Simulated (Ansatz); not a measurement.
A CCSD(T) single point on C2H7Sb, SMILES `C[CH2][SbH2]`.

```yaml
crystal:
  periodic: [false, false, false]
  atoms:
    - {symbol: C, position_ang: [-0.848360, 0.421493, -0.582187]}
    - {symbol: C, position_ang: [-0.064093, -0.815567, -0.189735]}
    - {symbol: Sb, position_ang: [1.610482, -0.466380, 1.144465]}
    - {symbol: H, position_ang: [-1.675603, 0.169522, -1.254310]}
    - {symbol: H, position_ang: [-0.214445, 1.148869, -1.094370]}
    - {symbol: H, position_ang: [-1.271872, 0.918772, 0.293373]}
    - {symbol: H, position_ang: [0.355273, -1.317786, -1.065503]}
    - {symbol: H, position_ang: [-0.698591, -1.547199, 0.317408]}
    - {symbol: H, position_ang: [0.710750, 0.557136, 2.180933]}
    - {symbol: H, position_ang: [2.179560, 0.880039, 0.253025]}
basis:
  gaussian: {orbitals: def2-SVP}
correlation: {method: ccsd_t}
```

```sh
$ ansatz run in.yaml --threads 2 --pin off --events-out ev --progress --plain
```

Log, shortened:

```
Functional definition: HF
989 factors; integrals over basis functions are off by at most 1.2e-3 eV
mean field evaluation 1: about -8678.0417 eV, gradient 2.4e1 eV
mean field evaluation 2: about -8678.0496 eV, gradient 2.4e1 eV
mean field evaluation 4: about -8679.8775 eV, gradient 2.9e0 eV
mean field evaluation 8: about -8679.9086 eV, gradient 9.9e-5 eV
mean field -8679.90858621 eV, -318.9807570898 hartree, gradient 2.7e-6 eV, S^2 0.000000; 0 other end points of the search recorded, 0 dependent functions left out
6 core orbitals not correlated: weight in the atoms' cores, before any rotation towards them, 1.000 or more for the frozen orbitals, at most 0.000 for the correlated occupied ones
reference -8679.90858621 eV, -318.9807570898 hartree; 15, 15 occupied and 68, 68 virtual orbitals, 989 factors
second order -11.45636405 eV of doubles, -0.00000000 eV of singles
cycle   1  -12.36363763 eV  change   -9.1e-1 eV  update   8.1e-2
cycle   2  -12.76890217 eV  change   -4.1e-1 eV  update   2.7e-2
cycle   3  -12.81739669 eV  change   -4.8e-2 eV  update   9.2e-3
cycle   4  -12.81681178 eV  change    5.8e-4 eV  update   3.0e-3
cycle   5  -12.81646526 eV  change    3.5e-4 eV  update   9.4e-4
cycle   6  -12.81619687 eV  change    2.7e-4 eV  update   3.1e-4
cycle   7  -12.81615232 eV  change    4.5e-5 eV  update   8.9e-5
cycle   8  -12.81615050 eV  change    1.8e-6 eV  update   2.8e-5
perturbative correction -0.37612816 eV, -0.0138224550 hartree
Total energy: -8693.10086487 eV, -319.4655643886 hartree
```

It took 6.5 s on 2 threads of a server CPU on a shared host, with 0.36 GiB of host memory at the peak.

The correlation energy is -13.192 eV, 2.9 % of it from (T); the T1 diagnostic reads 0.0089.
